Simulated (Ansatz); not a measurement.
ClH2InO2, SMILES `[OH][In]([OH])[Cl]`. Charge 0, multiplicity 1. In: def2 effective core potential. All single points use the PBE0-D4/def2-TZVP geometry. It is one conformer, not always the lowest.

```xyz
6

O     0.863   -1.179   -1.010
In    0.166    0.488   -0.219
O    -1.086    0.526    1.303
Cl    0.847    2.484   -1.117
H     0.533   -1.968   -0.572
H    -1.323   -0.351    1.615
```

(1) What is the dipole moment at PBE/def2-TZVPP? (Best estimate.)

(2) And with r2SCAN, B3LYP, ωB97M-V? (Estimate.)

(3) Give the Mulliken charges with PBE, B3LYP, ωB97M-V in def2-TZVPP. (An estimate is asked.)

Results:

(1) The calculation gave: 3.06 D, with components (-0.91, -2.66, 1.20) D in this frame, pointing from negative to positive charge.

(2) Computed: r2SCAN 3.15 D, B3LYP 3.09 D, ωB97M-V 3.10 D.

(3) Computed: 
```json
{"atom": "O1", "PBE": "-0.44", "B3LYP": "-0.48", "ωB97M-V": "-0.49"}
{"atom": "In2", "PBE": "0.85", "B3LYP": "0.97", "ωB97M-V": "0.96"}
{"atom": "O3", "PBE": "-0.44", "B3LYP": "-0.48", "ωB97M-V": "-0.49"}
{"atom": "Cl4", "PBE": "-0.33", "B3LYP": "-0.35", "ωB97M-V": "-0.32"}
{"atom": "H5", "PBE": "0.18", "B3LYP": "0.17", "ωB97M-V": "0.17"}
{"atom": "H6", "PBE": "0.18", "B3LYP": "0.17", "ωB97M-V": "0.17"}
```

B3LYP here is the variant with VWN-RPA as its local correlation; programs differ in this.
